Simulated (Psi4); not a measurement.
SnH2F2: a line through the functionals

The species is SnH2F2 (5 atoms), meant as a singlet with charge 0. As SMILES, `[F][SnH2][F]`. The coordinates come from a PBE0-D4/def2-TZVP relaxation.

The dipole moment y, in D, basis def2-SVP with a core potential; a is the functional's share of exact exchange. Programs: Psi4 1.11.

| functional | program | a | y (D) |
| --- | --- | --- | --- |
| PBE | Psi4 | 0 | 3.08 |
| r2SCAN | Psi4 | 0 | 3.30 |
| B3LYP | Psi4 | 0.2 | 3.32 |
| PBE0 | Psi4 | 0.25 | ? |
| BHLYP | Psi4 | 0.5 | 3.63 |

Fit y = c + s·a to the known rows and predict PBE0.


1. Means of the 4 rows: a = 0.1750, y = 3.333.
2. Σ(Δa)² = 0.1675, Σ(Δa·Δy) = 0.14625, so the slope is 0.14625/0.1675 = 0.87313.
3. Intercept: 3.333 − (0.87313) × 0.1750 = 3.180. The largest residual of the fit is 0.12.
4. PBE0: 3.180 + (0.87313) × 0.25 = 3.40 D.

The run gave 3.40 D, so the prediction is off by 0.00 D: they agree to the digits shown. More exact exchange makes the molecule more polar here. The rows mix families of semi-local functionals, which the line can't see.
